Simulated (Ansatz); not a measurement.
GeHMe2Br (C₂H₇BrGe): single points at one geometry.

```yaml
crystal:
  periodic: [false, false, false]
  atoms:
    - {symbol: Ge, position_ang: [-0.253830, -0.432171, 0.490688]}
    - {symbol: H, position_ang: [-0.307492, -0.528832, 2.030659]}
    - {symbol: C, position_ang: [1.582606, -0.521968, -0.181242]}
    - {symbol: H, position_ang: [2.067026, -1.450037, 0.154264]}
    - {symbol: H, position_ang: [2.159673, 0.338502, 0.193272]}
    - {symbol: H, position_ang: [1.579345, -0.499856, -1.280820]}
    - {symbol: C, position_ang: [-1.224265, 1.131512, -0.176395]}
    - {symbol: H, position_ang: [-2.265263, 1.114597, 0.176583]}
    - {symbol: H, position_ang: [-1.221629, 1.130930, -1.276194]}
    - {symbol: H, position_ang: [-0.739458, 2.053169, 0.183074]}
    - {symbol: Br, position_ang: [-1.376723, -2.335854, -0.313888]}
basis:
  gaussian: {orbitals: def2-TZVP, initial_orbitals: start.molden}
hamiltonian: {xc: {name: B3LYP}, dispersion: d4}
scf: {omitted_lower_state_checks: [starts]}
output: {orbitals: {seedname: orbitals}}
```

The file start.molden holds the orbitals of an earlier run on this structure, at another level or in another basis.

```sh
$ ansatz run in.yaml --threads 4 --pin off --events-out ev --progress --plain --max-ram 3916MiB
```

Output, abridged:

```
Functional definition: B3LYP
  name "B3LYP"
  cite "Stephens, Devlin, Chabalowski & Frisch, J. Phys. Chem. 98, 11623 (1994) doi:10.1021/j100096a001"
  cite "Becke, Phys. Rev. A 38, 3098 (1988) doi:10.1103/PhysRevA.38.3098"
  cite "Lee, Yang & Parr, Phys. Rev. B 37, 785 (1988) doi:10.1103/PhysRevB.37.785"
  cite "Vosko, Wilk & Nusair, Can. J. Phys. 58, 1200 (1980) doi:10.1139/p80-159"
  parameter a0 = 0.2
  parameter ax = 0.72
  parameter ac = 0.81
  exchange = (1 - a0 - ax)*slater_x + ax*b88_x + a0*exact_x
  correlation = (1 - ac)*vwn_rpa_c + ac*lyp_c
these checks for a lower state are left out or cut short: starts
1470 factors; their error is unknown
mean field evaluation 1: about -128757.0537 eV, gradient 7.2e0 eV
mean field evaluation 2: about -128757.1272 eV, gradient 6.3e-2 eV
mean field evaluation 4: about -128757.6626 eV, gradient 1.9e-4 eV
mean field -128757.66256200 eV, -4731.7568240751 hartree, gradient 1.5e-5 eV, S^2 0.000000; 0 other end points of the search recorded, 0 dependent functions left out
reference -128757.66284688 eV, -4731.7568345443 hartree; 43, 43 occupied and 157, 157 virtual orbitals, 1470 factors
Total energy: -128758.03979633 eV, -4731.7706871811 hartree
Checks for a lower state left out: starts
```

It took 2.6 s on 4 threads of Arm Neoverse V2 on a shared host, peak host memory 0.64 GiB.

First input, but with `hamiltonian: {xc: {name: BLYP}, dispersion: d4}` (abridged; 1.9 s):

```
Functional definition: BLYP
mean field -128756.01456729 eV, -4731.6962613866 hartree, gradient 1.2e-5 eV, S^2 0.000000
Total energy: -128756.51323400 eV, -4731.7145870503 hartree
Checks for a lower state left out: starts
```

The first input with `hamiltonian: {xc: {name: r2SCANh}, dispersion: d4}` (abridged; 4.3 s):

```
Functional definition: r2SCANh
mean field -128753.11527930 eV, -4731.5897145182 hartree, gradient 2.3e-5 eV, S^2 0.000000
Total energy: -128753.17707769 eV, -4731.5919855673 hartree
Checks for a lower state left out: starts
```

First input, but with `hamiltonian: {xc: {name: CAM-B3LYP}, dispersion: d4}` (abridged; 3 s):

```
Functional definition: CAM-B3LYP
mean field -128760.75164354 eV, -4731.8703457278 hartree, gradient 2.2e-5 eV, S^2 0.000000
Total energy: -128760.95785288 eV, -4731.8779237813 hartree
Checks for a lower state left out: starts
```

First input, but with `gaussian: {orbitals: def2-SVP, initial_orbitals: start.molden}`, `hamiltonian: {xc: pbe0, dispersion: d4}` (abridged; 1.6 s):

```
Functional definition: PBE0
mean field -128719.45490749 eV, -4730.3527186699 hartree, gradient 1.6e-5 eV, S^2 0.000000
Total energy: -128719.65481612 eV, -4730.3600651767 hartree
Checks for a lower state left out: starts
```

First input, but with `hamiltonian: {xc: hf}` (abridged; 1.7 s):

```
Functional definition: HF
mean field -128646.98013053 eV, -4727.6893197418 hartree, gradient 1.7e-5 eV, S^2 0.000000
Total energy: -128646.98013053 eV, -4727.6893197418 hartree
Checks for a lower state left out: starts
```

As the first input, with `hamiltonian: {xc: pbe0, dispersion: d4}` (abridged; 2.6 s):

```
Functional definition: PBE0
mean field -128737.46918266 eV, -4731.0147310720 hartree, gradient 1.3e-5 eV, S^2 0.000000
Total energy: -128737.66909384 eV, -4731.0220776723 hartree
Checks for a lower state left out: starts
```

Geometry: B3LYP-D4/def2-SVP.

B3LYP takes the VWN-RPA correlation.
